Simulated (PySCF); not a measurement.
**Relaxation of sextet TcCl₂**

Level of theory: UPBE0 in PySCF with Tc def2-SVP with ECP28, Cl def2-SVP; scalar-relativistic core potentials, no spin–orbit coupling; density-fitted integrals. A (50,194) grid was used.

A hand-made linear start, of D∞h symmetry, held to at least that symmetry:

Coordinates in bohr (charge 0 multiplicity 6):
```
Tc    0.0000    0.0000    0.0000
Cl    0.0000    0.0000    4.2897
Cl    0.0000    0.0000   -4.2897
```

Optimiser trace:
| step | E − E(last) (kJ/mol) | largest gradient (Eh/bohr) |
| --- | --- | --- |
| 0 | 1.36 | 0.00949 |
| 1 | 0.04 | 0.00165 |
| 2 | 0.00 | 0.00010 |
| 3 | 0.00 | 0.00000 |

It ends at D∞h with Tc–Cl 2.300 Å (×2); Cl–Tc–Cl 180.0°. A frequency run shows a minimum. Other isomers or separated fragments may lie lower.

With open d or f shells other occupations or spin states may lie lower.
